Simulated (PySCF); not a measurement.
Computed IR spectrum (relative IR intensity) of a molecule C2H4FNOSi. The structure is a stationary point at PBE-D3(BJ)/def2-SVP. Other conformers were not sampled. All values below come from PySCF 2.14.0 with PBE-D3(BJ)/def2-SVP. Frequencies are harmonic and unscaled.

Lines under 2 % of the strongest are left out, and lines within 2 cm⁻¹ are merged.

ν (cm⁻¹): 538 (vw), 567 (vw), 581 (vw), 878 (m), 912 (w), 1044 (w), 1481 (vw), 2170 (w), 2190 (w), 2413 (vs) (against the strongest line: vs over 80 %, s over 45 %, m over 15 %, w over 4 %, vw less)

Question: Which molecule gave these data?
(A) O=C/N=C/[SiH2]F
(B) F[Si@@H]1C=NCO1
(C) O=C=N[SiH2]CF
(D) C[Si@@H](F)N=C=O

Answer: C, O=C=N[SiH2]CF
